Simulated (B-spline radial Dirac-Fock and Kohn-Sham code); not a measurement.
# Binding energies of Sb²¹⁺ at several levels of theory

System: the Sb²¹⁺ ion, configuration [Ar] 3d10 4s2.

The density-functional columns are spherical, spin-unpolarised Dirac-Kohn-Sham results without Breit or QED terms: −ε is minus the orbital energy of the initial state and ΔSCF the difference of two total energies. The reference in the last column comes from Dirac-Fock (average of configuration) total-energy differences with a finite nucleus, the Breit interaction including its frequency dependence, and self-energy and vacuum-polarisation corrections. All numbers are from an atomic code on a B-spline grid, in eV; a selection of levels is shown. For the 1s level of heavy atoms much of the gap between ΔSCF and the reference is the Breit and QED part, -102.4 eV here; for other levels the error of the functional can be larger.

```
level   LDA −ε  LDA ΔSCF  Dirac-Fock
    K  30872.6   31234.3     31140.9
   L1   5213.4    5290.4      5340.1
   L2   4922.3    5014.8      5019.0
   L3   4670.0    4757.7      4769.7
   M1   1480.1    1513.2      1546.0
   M2   1361.1    1395.2      1413.7
   M3   1313.0    1346.1      1365.1
   M4   1104.1    1140.2      1139.3
   M5   1093.9    1129.7      1129.5
   N1    648.0     664.1       657.0
```

For the outermost level NIST gives 657 ± 4 eV (theoretical); the differences from it are LDA −ε -8.98, LDA ΔSCF +7.13, Dirac-Fock 0.00 eV.

Values without a named source are computed, but for edge energies of neutral atoms, which are taken from tables.
